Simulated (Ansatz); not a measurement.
A search over several starts for the lowest SCF solution of [FeNF4]- (FeNF₄⁻) at the given spin, in a small basis.

```yaml
crystal:
  periodic: [false, false, false]
  atoms:
    - {symbol: Fe, position_ang: [0.000138, -0.000256, 0.064304]}
    - {symbol: N, position_ang: [0.003114, -0.006325, 1.530747]}
    - {symbol: F, position_ang: [1.741306, 0.013621, -0.402481]}
    - {symbol: F, position_ang: [-0.012774, 1.743957, -0.391298]}
    - {symbol: F, position_ang: [-1.742914, -0.010355, -0.395503]}
    - {symbol: F, position_ang: [0.011140, -1.740641, -0.405760]}
basis:
  gaussian: {orbitals: def2-SVP, initial_orbitals: start.molden}
total_charge: -1
hamiltonian: {xc: pbe0, dispersion: d4}
output: {orbitals: {seedname: orbitals}}
```

The file start.molden holds the orbitals of an earlier run on this structure, at another level or in another basis.

```sh
$ ansatz run in.yaml --threads 4 --pin off --events-out ev --progress --plain --max-ram 3916MiB
```

Shortened log:

```
Functional definition: PBE0
991 factors; integrals over basis functions are off by at most 1.2e-3 eV
mean field evaluation 1: about -46712.1894 eV, gradient 1.5e1 eV
mean field evaluation 2: about -46712.6064 eV, gradient 3.6e-1 eV
mean field evaluation 4: about -46712.7888 eV, gradient 1.4e-3 eV
mean field evaluation 8: about -46679.8344 eV, gradient 1.5e2 eV
mean field evaluation 16: about -46712.6056 eV, gradient 9.9e-1 eV
mean field -46712.78882650 eV, -1716.6633263083 hartree, gradient 3.1e-5 eV, S^2 0.000000; 1 other end points of the search recorded, 0 dependent functions left out
reference -46712.78888575 eV, -1716.6633284859 hartree; 35, 35 occupied and 66, 66 virtual orbitals, 991 factors
Total energy: -46712.90884649 eV, -1716.6677369618 hartree
```

Run time 2.9 s (4 threads of Intel Xeon on a shared host).
